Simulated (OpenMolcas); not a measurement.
Tc III.

```
Program             : OpenMolcas 26.06
Basis               : ANO-RCC-VQZP [8s7p5d3f2g1h]
Scalar Hamiltonian  : DKH2, point nucleus
Active space        : 5 electrons in 10 orbitals (4d 5d)
State averaging     : 2S+1 = 6 even, 1 root; 2S+1 = 4 even, 24 roots; 2S+1 = 2 even, 70 roots
Spin-orbit coupling : RASSI with atomic mean-field integrals over the reference wave functions, term energies averaged over their components
```

Two sets of levels on these reference wave functions, in cm-1 above 4d5 6S 5/2: one from CASSCF and one from MS-CASPT2, IPEA 0.25 Eh, imaginary shift 0.1 Eh (closed shells correlated: 4s 4p).

| Level | Set 1 | Set 2 |
| --- | --- | --- |
| 4d5 6S 5/2 | 0.0 | 0.0 |
| 4d5 4G 5/2 | 23680 | 20200 |
| 4d5 4G 7/2 | 23830 | 20370 |
| 4d5 4G 11/2 | 23920 | 20480 |
| 4d5 4G 9/2 | 23930 | 20490 |
| 4d5 4P 5/2 [61 %] | 26830 | 22360 |
| 4d5 4P 3/2 [63 %] | 27100 | 22660 |
| 4d5 4P 1/2 | 27460 | 23140 |
| 4d5 4D 7/2 | 29390 | 24200 |
| 4d5 4D 1/2 | 29730 | 24690 |
| 4d5 4D 3/2 [63 %] | 30020 | 25110 |
| 4d5 4D 5/2 [63 %] | 30060 | 25130 |
| 4d5 2I 11/2 | 33990 | 29940 |
| 4d5 2I 13/2 | 34320 | 30310 |
| 4d5 2D 5/2(1) [53 %] | 37340 | 31670 |
| 4d5 2D 3/2(1) [59 %] | 38200 | 32300 |

Task: Which set is which?

Result: Set 2 is MS-CASPT2. Its levels of the other terms of 4d5 lie at 0.82 to 0.88 of the other set's values, as expected, since terms of lower spin or lower L gain more correlation energy than the Hund ground term.

CASPT2 does not keep the components of a term degenerate, so their means are used; among the terms shown or strongly mixed into the levels shown the widest spread is 730 cm-1 (4d5 2I, MS-CASPT2). Active for correlation alone: 5d; no level in the range computed is led by a configuration that fills it, so any true level of that kind is missing. Without dynamic correlation excited terms often stand tens of per cent too high (terms of higher spin than the ground term too low), and those without a measured partner can miss by more than the paired ones (holds for CASSCF). Levels of configurations outside the active space are missing. Levels that lie high or do not pair safely by name in every column are left out.

A share in square brackets marks a mixed level and gives the weight of the term that names it, the lowest over the columns. A number in round brackets counts repeated terms of one configuration in the order of the reference energies.
